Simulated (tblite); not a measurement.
Species: C₂H₆OSSi (charge -1 and doublet state).
Numbering: `[CH3:1][C:2]([O-:3])[S:4][SiH3:5]` (hydrogens: H6, H7, H8 on C1; H9, H10, H11 on Si5)

Geometry (GFN2-xTB, Å), atoms numbered from 1 in this order:
```
atom  x, y, z in Å
C1     1.7606    0.0818   -0.1953
C2     0.8896   -0.5068    0.8883
O3     0.9067   -0.1340    2.0828
S4    -0.4888   -1.4228    0.1849
Si5   -2.0076    0.0432   -0.3041
H6     1.9972   -0.6757   -0.9444
H7     1.2528    0.9114   -0.7077
H8     2.6823    0.4639    0.2454
H9    -1.3022    1.0961   -1.0451
H10   -3.1031   -0.4042   -1.1678
H11   -2.5822    0.5497    0.9370
```

Structure optimised with GFN2-xTB, isolated species. This method treats the open shell by occupation alone, without spin polarisation.

Take the most abundant isotopes and a rigid rotor. The values belong to one conformer with, in the numbering `[CH3:1][C:2]([O-:3])[S:4][SiH3:5]`, C1–C2–S4–Si5 -82°.

(1) Give the principal moments of inertia and the rotational constants in cm⁻¹.

(2) What kind of rotor is it?

(3) What does the inertial defect say?

(4) Give the other two planar moments, Paa and Pbb, and the rms extents of the mass along the axes.

Results:

(1) Ia = 100.51, Ib = 274.93, Ic = 280.91 u·Å²; 505379 MHz·u·Å²/I gives 5028, 1838 and 1799 MHz, that is A = 0.16773, B = 0.06132, C = 0.06001 cm⁻¹.

(2) A near-prolate asymmetric top; Ray's κ = -0.976.

(3) Not planar: Δ = Ic − Ia − Ib = -94.53 u·Å². For a rigid frame Δ = −2 Σ m c², so Σ m c² = 47.26 u·Å² lies off the ab plane: 5.01 from hydrogen and 42.26 from heavier atoms. The atom farthest from that plane is 1.50 Å away.

(4) Paa = Σ m a² = (Ib + Ic − Ia)/2 = 227.67 and Pbb = Σ m b² = (Ia + Ic − Ib)/2 = 53.24 u·Å². With the mass M = 105.99 u, the rms extents √(P/M) along a, b and c are 1.47, 0.71, 0.67 Å.

For this open shell read J as N, the rotation without spin; fine and hyperfine splittings come on top. Its GFN2-xTB frequencies are all real (lowest 32 cm⁻¹). Whether the extra electron is bound in the gas phase wasn't checked; a finite basis holds it in any case. No vibrational averaging or centrifugal distortion is included, and the geometry carries the error of its method.

All values are computed, not measured.
